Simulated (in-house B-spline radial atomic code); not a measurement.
Settings and results of a run for the barium ion Ba⁺. Computed with an all-electron radial atomic-structure program (B-spline basis): Dirac-Kohn-Sham RPBE, spherical fractional occupations, Fermi nucleus of rms radius 4.8378 fm.

Command:
```bash
python run_scf.py task.json out
```
Settings (nuclear radius in fm, mass in u):
```
Z                56
configuration    [Xe] 6s1
hamiltonian      dirac
method           rpbe,pbe
spin_polarised   False
nucleus          fermi
rms_radius       4.8378
atomic_mass      137.90525
speed_of_light   137.035999084
```

Output (hartree, bohr):
```
 radial grid: 81 intervals, B-splines of order 8, outer radius 60 bohr

 iter        energy (Eh)    residual
    1       -8132.766218    5.67e-01
    2       -8135.445459    3.21e-01
    3       -8139.065406    5.69e-02
    4       -8139.156438    1.26e-02
    5       -8139.159645    4.23e-03
    6       -8139.160434    1.26e-03
    7       -8139.160484    8.28e-05
    8       -8139.160484    2.13e-05
    9       -8139.160484    7.14e-07
   10       -8139.160484    7.59e-08

 total energy                     -8139.16048
 kinetic                            8688.0205
 electron-nucleus                 -19781.8065
 Hartree                            3153.0585
 exchange-correlation               -198.4331

 first-order corrections (not in the total)
   Gaunt                             7.3173
   retardation                      -0.7604
   frequency dependence             -0.0771
   self-energy                       5.0073
   Uehling                          -0.7160
   Wichmann-Kroll                    0.0180
   recoil                            0.0215

 orbital      occ     eigenvalue          <r>       <r^2>       <1/r>       <r^4>       r_max    small
 1s1/2      2.000     -1368.3087    0.0255781 0.000888354     60.7032 2.07409e-06     0.01642  4.28e-02
 2s1/2      2.000      -216.3735     0.109288    0.014148     14.2526 0.000345772     0.09302  9.24e-03
 2p1/2      2.000      -203.8147    0.0919338     0.01041     14.2338 0.000218873     0.07108  9.27e-03
 2p3/2      4.000      -189.7879    0.0979286   0.0116812      12.989 0.000268626     0.07614  8.75e-03
 3s1/2      2.000       -45.8424     0.291569   0.0972789     5.12171   0.0143736      0.2665  2.79e-03
 3p1/2      2.000       -40.5739     0.281502   0.0920985     5.03295   0.0135073      0.2531  2.73e-03
 3p3/2      4.000       -37.8621     0.293396   0.0998294      4.7245   0.0157879      0.2642  2.59e-03
 3d3/2      4.000       -28.6273     0.264355   0.0825917     4.58494   0.0123748      0.2133  2.47e-03
 3d5/2      6.000       -28.0493     0.268095   0.0848028     4.50617   0.0129921      0.2165  2.43e-03
 4s1/2      2.000        -9.1649     0.673882    0.512533     2.10171    0.383177      0.6255  8.40e-04
 4p1/2      2.000        -7.2497      0.69691     0.55255     1.99628    0.458579      0.6377  7.76e-04
 4p3/2      4.000        -6.6853      0.72401    0.596157     1.89641    0.533986      0.6617  7.31e-04
 4d3/2      4.000        -3.5586     0.794512    0.733524     1.67018    0.886495       0.691  5.90e-04
 4d5/2      6.000        -3.4626     0.804447    0.751906      1.6454     0.93198       0.699  5.78e-04
 5s1/2      2.000        -1.4431      1.63842     3.01565    0.806536     13.4173       1.475  1.76e-04
 5p1/2      2.000        -0.9475      1.85444     3.89442    0.705408      23.308       1.627  1.37e-04
 5p3/2      4.000        -0.8712       1.9357     4.24445    0.671425     27.7601       1.695  1.27e-04
 6s1/2      1.000        -0.2740      4.37837     21.5161      0.2883     685.895       3.881  2.65e-05
```

Cost of the run: 1.9 s on 1 thread of Arm Neoverse V2 (shared host).

For the Dirac Hamiltonian the kinetic term is c α·p + (β - 1)c².
